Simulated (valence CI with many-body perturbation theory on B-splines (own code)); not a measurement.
## Ba22+: E2, M1, M2 decay

Calculated by configuration interaction combined with many-body perturbation theory (CI+MBPT): six valence electrons over a frozen Dirac-Fock core [Ar] 3d10, a basis of 9 s, 9 p, 8 d, 6 f, 3 g, 1 h functions for each j, with the one-electron correlation potential Σ1 (screened to all orders), the two-electron term Σ2, the three-electron term Σ3, Breit, model QED; selected single and double excitations, second order for the rest, scaled by the run's own slope (own B-spline code, finite nucleus).

No measured levels were compared; by estimate levels hold to about 250 cm⁻¹ or 0.2 % of their energy and the worst to 1 %, as in measured heavy ions of charge 2 to 7; those with d or f electrons hold less well. Among the levels kept, up to 940 cm⁻¹ of a level comes from second order outside the variational space, and about a tenth of that is noise between levels of different J, which matters for small intervals.

Lines 1 to 26 of 26 in falling wavelength, among levels below 1058700 cm⁻¹, chosen from the decays that carry over 1 % of a level's rate. Wavelengths and rates use the calculated energies, so an error of 2000 cm⁻¹ moves a line at 2350 Å by 4.7 % and its rate by three times that or more. Electric multipoles are in the length gauge, E1 and E2 with the static RPA response of the core. S is in atomic units (e²a₀⁴ for E2 and M2, e²a₀⁶ for E3), for M1 in squared Bohr magnetons. Weak lines are less certain than strong ones. Lines between different terms over intervals too small for the method are left out, as are lines whose strength nearly cancels.

Levels are named by their leading jj configuration (3d3/2^4 stands for four electrons in 3d with j = 3/2), which in mixed levels can hold well under half, so a name can repeat and another be missing. Letters in brackets count levels of one name in rising energy.

| λ vac (Å) | Upper | Lower | Type | A (s⁻¹) | S (a.u.) |
| --- | --- | --- | --- | --- | --- |
| 3808 | (4s^2 4p1/2^2 4p3/2 4d5/2) J=4 | (4s^2 4p1/2^2 4p3/2 4d3/2) J=3 | M1 | 2.70e+02 | 4.97e+00 |
| 2743 | (4s^2 4p1/2 4p3/2^2 4d5/2) J=5 | (4s^2 4p1/2 4p3/2^2 4d5/2) J=4 [a] | M1 | 6.92e+02 | 5.83e+00 |
| 2350 | (4s^2 4p1/2^2 4p3/2^2) J=0 | (4s^2 4p1/2^2 4p3/2^2) J=2 | E2 | 2.08e+00 | 1.33e-01 |
| 2047 | (4s^2 4p1/2 4p3/2^2 4d5/2) J=4 [c] | (4s^2 4p1/2 4p3/2^2 4d3/2) J=3 [a] | M1 | 5.55e+02 | 1.59e+00 |
| 1327 | (4s^2 4p1/2 4p3/2^2 4d5/2) J=4 [a] | (4s^2 4p1/2^2 4p3/2 4d5/2) J=3 | M1 | 4.67e+03 | 3.64e+00 |
| 1198 | (4s^2 4p1/2 4p3/2^2 4d5/2) J=4 [b] | (4s^2 4p1/2^2 4p3/2 4d5/2) J=3 | M1 | 1.87e+03 | 1.07e+00 |
| 966.5 | (4s^2 4p1/2 4p3/2^2 4d5/2) J=4 [c] | (4s^2 4p1/2^2 4p3/2 4d5/2) J=3 | M1 | 2.95e+03 | 8.88e-01 |
| 928.4 | (4s^2 4p1/2 4p3/2^3) J=1 | (4s^2 4p1/2^2 4p3/2^2) J=0 | M1 | 1.05e+04 | 9.35e-01 |
| 758.6 | (4s^2 4p1/2 4p3/2^2 4d5/2) J=4 [a] | (4s^2 4p1/2^2 4p3/2 4d5/2) J=4 | M1 | 2.43e+04 | 3.54e+00 |
| 714.8 | (4s^2 4p1/2 4p3/2^2 4d5/2) J=4 [b] | (4s^2 4p1/2^2 4p3/2 4d5/2) J=4 | M1 | 1.26e+04 | 1.53e+00 |
| 665.5 | (4s^2 4p1/2 4p3/2^3) J=1 | (4s^2 4p1/2^2 4p3/2^2) J=2 | M1 | 5.72e+04 | 1.88e+00 |
| 632.6 | (4s^2 4p1/2 4p3/2^2 4d5/2) J=4 [a] | (4s^2 4p1/2^2 4p3/2 4d3/2) J=3 | M1 | 4.53e+02 | 3.83e-02 |
| 625.4 | (4s^2 4p1/2 4p3/2^2 4d5/2) J=4 [c] | (4s^2 4p1/2^2 4p3/2 4d5/2) J=4 | M1 | 4.26e+03 | 3.47e-01 |
| 625.4 | (4s^2 4p1/2 4p3/2^2 4d5/2) J=4 [c] | (4s^2 4p1/2^2 4p3/2 4d5/2) J=4 | E2 | 2.02e+02 | 1.55e-01 |
| 603.9 | (4s^2 4p1/2^2 4p3/2 4d5/2) J=4 | (4s 4p1/2^2 4p3/2^3) J=2 | E2 | 1.80e+01 | 1.16e-02 |
| 601.8 | (4s^2 4p1/2 4p3/2^2 4d5/2) J=4 [b] | (4s^2 4p1/2^2 4p3/2 4d3/2) J=3 | M1 | 1.07e+04 | 7.80e-01 |
| 594.3 | (4s^2 4p1/2 4p3/2^2 4d5/2) J=5 | (4s^2 4p1/2^2 4p3/2 4d5/2) J=4 | M1 | 9.94e+03 | 8.51e-01 |
| 594.3 | (4s^2 4p1/2 4p3/2^2 4d5/2) J=5 | (4s^2 4p1/2^2 4p3/2 4d5/2) J=4 | E2 | 3.07e+02 | 2.24e-01 |
| 586.2 | (4s^2 4p3/2^4) J=0 | (4s^2 4p1/2 4p3/2^3) J=2 | E2 | 2.77e+03 | 1.71e-01 |
| 572.2 | (4s^2 4p1/2 4p3/2^3) J=2 | (4s^2 4p1/2^2 4p3/2^2) J=2 | M1 | 4.02e+04 | 1.40e+00 |
| 572.2 | (4s^2 4p1/2 4p3/2^3) J=2 | (4s^2 4p1/2^2 4p3/2^2) J=2 | E2 | 7.55e+02 | 2.07e-01 |
| 512.6 | (4s^2 4p3/2^4) J=0 | (4s^2 4p1/2 4p3/2^3) J=1 | M1 | 2.12e+05 | 1.06e+00 |
| 511.1 | (4s^2 4p1/2 4p3/2^2 4d5/2) J=4 [c] | (4s^2 4p1/2^2 4p3/2 4d3/2) J=2 | E2 | 1.64e+02 | 4.59e-02 |
| 307.2 | (4s^2 4p1/2 4p3/2^2 4d5/2) J=4 [c] | (4s 4p1/2^2 4p3/2^3) J=2 | E2 | 1.36e+02 | 2.99e-03 |
| 133.5 | (4s^2 4p1/2 4p3/2^2 4d5/2) J=4 [c] | (4s^2 4p1/2 4p3/2^3) J=2 | M2 | 1.13e+03 | 3.85e-04 |
| 130.9 | (4s^2 4p1/2^2 4p3/2 4d5/2) J=4 | (4s^2 4p1/2^2 4p3/2^2) J=2 | M2 | 9.13e+02 | 2.82e-04 |
